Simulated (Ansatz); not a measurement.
Reaction (ligand exchange at the Si–Br bond): `O[Si](F)(Br)Br` + NH₃ → `N[Si](O)(F)Br` + HBr

Gas-phase electronic energies from Ansatz, PBE0-D4/def2-TZVP geometries. CCSD(T)/CBS is the MP2 limit (def2-TZVPP, def2-QZVPP) plus CCSD(T) − MP2 in def2-TZVPP, frozen cores. This one scheme is used for every species. Functionals use def2-TZVPP. For Br outer-core shells are correlated without core-valence functions, which leaves a few kJ/mol of doubt a bond. Scalar relativity is left out up to krypton. Each species was taken in one conformer, which may not be the lowest.

`O[Si](F)(Br)Br`:

Z-matrix (Å, degrees):
```
Si
F 1 1.580
Br 1 2.195 2 106.6
O 1 1.614 2 111.0 3 121.4
Br 1 2.178 2 108.1 3 -120.6
H 4 0.960 1 118.5 2 -80.6
```

NH₃:

Z-matrix (Å, degrees):
```
N
H 1 1.013
H 1 1.013 2 107.1
H 1 1.013 2 107.1 3 -114.5
```

`N[Si](O)(F)Br`:

```xyz
8

N    -0.825   -0.304   -0.849
Si    0.439   -0.099    0.257
O     0.148    1.132    1.271
F     0.568   -1.488    1.012
Br    2.423    0.337   -0.595
H    -1.088    0.456   -1.456
H    -0.938   -1.194   -1.307
H    -0.726    1.159    1.667
```

HBr:

```xyz
2

Br   -0.080   -0.679   -0.194
H     0.080    0.679    0.194
```

```json
{"level": "PBE0", "ΔE (kcal/mol)": "4.5"}
{"level": "HF/def2-TZVPP", "ΔE (kcal/mol)": "1.8"}
```

Problem. What does CCSD(T)/CBS give? (Estimate.)

Solution. The calculation gave: +4.5 kcal/mol. The listed levels differ from it by 0.0, -2.7 kcal/mol.

Problem. What do rigid-rotor, harmonic-oscillator terms from PBE0-D4/def2-TZVP frequencies (298.15 K, 1 bar) make of the CCSD(T)/CBS value? (An estimate is asked.)

Solution. Ansatz gave: ΔZPE = -1.8 kcal/mol, ΔH = +2.4 kcal/mol, ΔS = -9 J/(mol·K), ΔG = +3.1 kcal/mol.

Largest T1 diagnostic among the species: 0.009.

In def2-TZVPP, CCSD(T) changes the Hartree–Fock value by +1.2 kcal/mol (the triples alone add +0.4 kcal/mol) and MP2 by +2.6 kcal/mol. At CCSD(T), def2-SVP lies −2.6 kcal/mol from the extrapolated value and def2-TZVPP −1.4 kcal/mol.
